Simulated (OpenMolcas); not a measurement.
Ti3+ (d1) among equal point charges was computed by CASSCF with the d shell active (OpenMolcas, ANO-RCC-VDZP on the metal). Its lowest spin-free states, and all those of the highest spin:

```tsv
2S+1	Degeneracy	E (cm-1)
2	1	0.0
2	2	1707
2	2	9203
```

**Question.** Is the site octahedral, tetrahedral or cube-like, axial, or of lower symmetry?

**Answer.** The states with 2S+1 = 2 have orbital degeneracies 1, 2, 2. There are pairs but no triples, so the site is axial: not cubic, but with a proper or improper axis of order three or more. The run had Ti3+ among 3 point charges of -1.5 e arranged as a planar triangle (D3h), 2.01 Å from the ion.

This is an electrostatic model: the charges have no orbitals. No measured value stands beside these numbers.
